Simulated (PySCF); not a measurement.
SMILES CO[B]OC (C₂H₆BO₂), doublet (CAM-B3LYP/def2-SVP optimised geometry):

```
11

C      2.022     0.141     0.000
O      1.239    -1.041     0.000
B     -0.096    -1.041     0.000
O     -0.840     0.080     0.000
C     -2.248     0.098     0.000
H      1.390     1.041     0.002
H      2.667     0.147     0.891
H      2.664     0.149    -0.893
H     -2.608     0.637     0.889
H     -2.609     0.628    -0.895
H     -2.667    -0.920     0.005
```

Method: unrestricted CAM-B3LYP/def2-TZVP (PySCF 2.14.0).

Problem. What are the frontier orbital energies (α orbitals alone; a β orbital can be the lowest empty one) and the dipole moment?

Solution. HOMO-2 -10.99 eV, HOMO-1 -9.85 eV, HOMO -6.94 eV, LUMO 1.86 eV, LUMO+1 2.10 eV; dipole moment 1.84 D.

On the same geometry unrestricted PBE/def2-TZVP (PySCF) gives HOMO-2 -7.87 eV, HOMO-1 -6.90 eV, HOMO -4.34 eV, LUMO -0.19 eV, LUMO+1 0.56 eV; dipole moment 1.83 D.

Meta-Löwdin charges at CAM-B3LYP/def2-TZVP: C1 -0.11, O2 -0.37, B3 0.28, O4 -0.38, C5 -0.10, H6 0.11, H7 0.12, H8 0.12, H9 0.12, H10 0.12, H11 0.11.
